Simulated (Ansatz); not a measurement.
Species: sum formula SiHBr, charge 0, multiplicity 1. SMILES: Br[SiH]
Geometry: optimised at B3LYP-D3(BJ)/def2-TZVP (Ansatz, a program for electronic structure).

Property: vertical triplet-singlet gap (E(triplet) - E(singlet); each state is the SCF solution reached for its spin; for the singlet the Hartree-Fock reference is unstable and T1 is 0.015), in kcal/mol. Cores are frozen in the correlated levels unless marked. Open shells are spin-unrestricted. No spin-orbit coupling. The frozen core is the preceding noble-gas configuration, with the filled d and f shells of earlier blocks. Non-relativistic. CBS marks a two-point X^-3 extrapolation of the correlation energy; Hartree-Fock from the larger set.

```csv
level,program,vertical triplet-singlet gap (kcal/mol)
SVWN5/def2-TZVPD,Ansatz,36.1
PBE/def2-TZVPD,Ansatz,33.5
B3LYP/def2-TZVPD,Ansatz,37.6
PBE0/def2-TZVPD,Ansatz,33.0
BHLYP/def2-TZVPD,Ansatz,___
wB97M-V/def2-TZVPD,Ansatz,___
B2PLYP/def2-TZVPD,Ansatz,___
SCS-MP2/def2-SVPD,Ansatz,37.5
CCSD/def2-SVPD,Ansatz,36.5
CCSD/def2-TZVPPD,Ansatz,37.6
"CCSD(T)/CBS(def2-TZVPPD,def2-QZVPPD)",Ansatz,___
```

### Question
Fill in the missing entries.

### Answer

- BHLYP/def2-TZVPD, vertical triplet-singlet gap (kcal/mol): 37.1
- wB97M-V/def2-TZVPD, vertical triplet-singlet gap (kcal/mol): 42.2
- B2PLYP/def2-TZVPD, vertical triplet-singlet gap (kcal/mol): 37.7
- CCSD(T)/CBS(def2-TZVPPD,def2-QZVPPD), vertical triplet-singlet gap (kcal/mol): 38.5
